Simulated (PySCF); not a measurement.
# Os: ionisation energy

Os [Xe] 4f14 5d6 6s2 (5D) → Os⁺ [Xe] 4f14 5d6 6s1 (6D), as a difference of total energies. All numbers are calculated (PySCF 2.14, scalar relativity through the core potential, in aug-cc-pVTZ-PP with ECP60MDF). Correlated levels: valence: 5s2 5p6 frozen. The calculations carry no spin-orbit coupling.

```json
{"method": "UHF", "ionisation energy (eV)": "6.524"}
{"method": "LDA", "ionisation energy (eV)": "8.770"}
{"method": "PBE", "ionisation energy (eV)": "8.307"}
{"method": "PBE0", "ionisation energy (eV)": "8.053"}
{"method": "r2SCAN", "ionisation energy (eV)": "8.057"}
{"method": "B97-3", "ionisation energy (eV)": "8.479"}
{"method": "PBEsol", "ionisation energy (eV)": "8.295"}
{"method": "CAM-B3LYP", "ionisation energy (eV)": "8.416"}
{"method": "B2PLYP", "ionisation energy (eV)": "8.332"}
{"method": "MP2 (valence)", "ionisation energy (eV)": "8.091"}
{"method": "SCS-MP2 (valence)", "ionisation energy (eV)": "8.322"}
```

Q: How much does correlation contribute at MP2 (valence)?

A: 8.091 − (6.524) = 1.567 eV, measured against UHF.

Errors of the correlated levels include the incompleteness of this basis and the frozen core.

MP2 underrates the near-degeneracy of ns² with np² in the lower species.

For comparison: 8.473 eV (measured; NIST levels, between the centres of gravity of the two terms).
